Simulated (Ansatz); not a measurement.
Cartesian coordinates in Å:
```
C -0.5075 1.1189 -2.3310
Si -0.2052 1.3490 -0.5038
N -0.4891 -0.1077 0.3890
Si 0.5509 -0.9634 1.4364
O 0.7242 -2.5552 1.0517
O -0.0894 -0.9936 2.9423
H -1.5378 0.8069 -2.5223
H -0.3389 2.0561 -2.8685
H 0.1593 0.3604 -2.7476
H 1.2090 1.7306 -0.2549
H -1.0920 2.4444 -0.0182
H -1.4451 -0.4419 0.3805
H 1.8595 -0.2719 1.3861
H 1.0927 -2.7623 0.1923
H 0.1093 -1.7701 3.4680
```

Charge 0, multiplicity 1.

Problem. List the PBE0/def2-TZVPP orbital energies in eV (Ansatz). (An estimate is asked.)

Solution. Ansatz gave: Occupied: -1803.24, -1802.50, -522.59, -522.46, -390.76, -277.72, -145.38, -144.78, -100.07, -100.05, -100.03, -99.46, -99.44, -99.42, -28.37, -27.70, -23.60, -19.62, -15.96, -14.68, -14.54, -13.40, -11.74, -11.58, -11.37, -10.99, -10.42, -10.06, -9.59, -9.34, -9.12, -8.76, -7.63. Lowest empty: 0.63, 1.04, 1.11, 1.41, 2.08, 2.30, 2.51, 2.78.
